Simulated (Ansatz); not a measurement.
Isolated molecules relaxed with PBE0-D4/def2-TZVP in Ansatz; ΔE leaves out vibrations. CBS: MP2 limit from def2 TZ/QZ plus the TZ coupled-cluster correction, frozen cores. This one scheme is used for every species. Functionals use def2-TZVPP. def2 core potentials past Kr. For Te outer-core shells are correlated without core-valence functions, which leaves a few kJ/mol of doubt a bond. Each species was taken in one conformer, which may not be the lowest.

Reaction (formal exchange of groups at a Te–Si bond): `C[Te][SiH2]N` + ethane → `CC[Te]C` + `N[SiH3]`

```csv
level,ΔE (kcal/mol)
BHLYP-D4,25.4
CAM-B3LYP-D4,24.3
```

(1) What does CCSD(T)/CBS give? (Best estimate.)

(2) What do rigid-rotor, harmonic-oscillator terms from PBE0-D4/def2-TZVP frequencies (298.15 K, 1 bar) make of the CCSD(T)/CBS value? (Best estimate.)

Largest T1 diagnostic among the species: 0.010.

Results:

(1) The calculation gave: +23.6 kcal/mol. The listed levels differ from it by 1.8, 0.7 kcal/mol.

(2) Computed: ΔZPE = -1.8 kcal/mol, ΔH = +21.7 kcal/mol, ΔS = 18 J/(mol·K), ΔG = +20.4 kcal/mol. Modes under 50 cm⁻¹ make the entropy rough.

At CCSD(T), def2-SVP lies +1.2 kcal/mol from the extrapolated value and def2-TZVPP −0.6 kcal/mol. Leaving LDA and LC-ωPBE aside and taking each functional with its dispersion term where it has one, the values, not all of them listed here, spread over 2.4 kcal/mol, from BLYP-D4 to r2SCAN0-D4.

CCSD(T)/CBS has its own doubt, a few kJ/mol and more with outer-core shells, so smaller differences from it don't rank the levels.
